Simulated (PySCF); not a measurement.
## Correlation energy of S²⁺ (sulfur, charge +2)

[Ne] 3s2 3p2, high-spin 3P determinant. Computed with PySCF 2.14 in an uncontracted even-tempered set (20 s from 0.028 bohr⁻², ratio 2.5; 14 p from 0.036 bohr⁻², ratio 2.5; 6 d from 0.67 bohr⁻², ratio 2.7; 5 f from 1 bohr⁻², ratio 2.7), with the non-relativistic Hamiltonian (point nucleus). Frozen: 1s2; 12 electrons correlated; the 22 highest virtual orbitals of each spin left out.

```json
{"level": "CCSD", "correlation energy (mhartree)": "-403.55"}
{"level": "(T)", "correlation energy (mhartree)": "-4.77"}
{"level": "CCSD(T)", "correlation energy (mhartree)": "-408.32"}
```

Diagnostics: T1 = 0.0062, D1 = 0.0207, largest double amplitude 0.098.

Cost of the coupled-cluster step: 100 s of wall time on 2 threads of Neoverse-N1 (shared host), for 12 correlated electrons.

Iterations:

```
CC2 = 0
CCSD nocc = (np.int64(7), np.int64(5)), nmo = (104, 104)
frozen orbitals [[0, 105, 106, 107, 108, 109, 110, 111, 112, 113, 114, 115, 116, 117, 118, 119, 120, 121, 122, 123, 124, 125, 126], [0, 105, 106, 107, 108, 109, 110, 111, 112, 113, 114, 115, 116, 117, 118, 119, 120, 121, 122, 123, 124, 125, 126]]
max_cycle = 100
direct = 0
conv_tol = 1e-08
conv_tol_normt = 1e-06
diis_space = 8
diis_start_cycle = 0
Init t2, MP2 energy = -0.385372352268543
Init E_corr(UCCSD) = -0.38537235227063
cycle = 1  E_corr(UCCSD) = -0.397598059591093  dE = -0.0122257073  norm(t1,t2) = 0.0412401
cycle = 2  E_corr(UCCSD) = -0.401627829377784  dE = -0.00402976979  norm(t1,t2) = 0.0151033
cycle = 3  E_corr(UCCSD) = -0.403558864751227  dE = -0.00193103537  norm(t1,t2) = 0.0065909
cycle = 4  E_corr(UCCSD) = -0.40355005502379  dE = 8.80972744e-06  norm(t1,t2) = 0.000943554
cycle = 5  E_corr(UCCSD) = -0.403543015425284  dE = 7.03959851e-06  norm(t1,t2) = 0.000134782
cycle = 6  E_corr(UCCSD) = -0.403546877045941  dE = -3.86162066e-06  norm(t1,t2) = 3.64584e-05
cycle = 7  E_corr(UCCSD) = -0.40354635980228  dE = 5.17243661e-07  norm(t1,t2) = 5.10284e-06
cycle = 8  E_corr(UCCSD) = -0.403546383209477  dE = -2.34071966e-08  norm(t1,t2) = 6.44558e-07
cycle = 9  E_corr(UCCSD) = -0.40354638508836  dE = -1.87888366e-09  norm(t1,t2) = 1.30019e-07
UCCSD converged
E(UCCSD) = -396.7403824720067  E_corr = -0.4035463850883602
UCCSD(T) correction = -0.0047724424968641
```
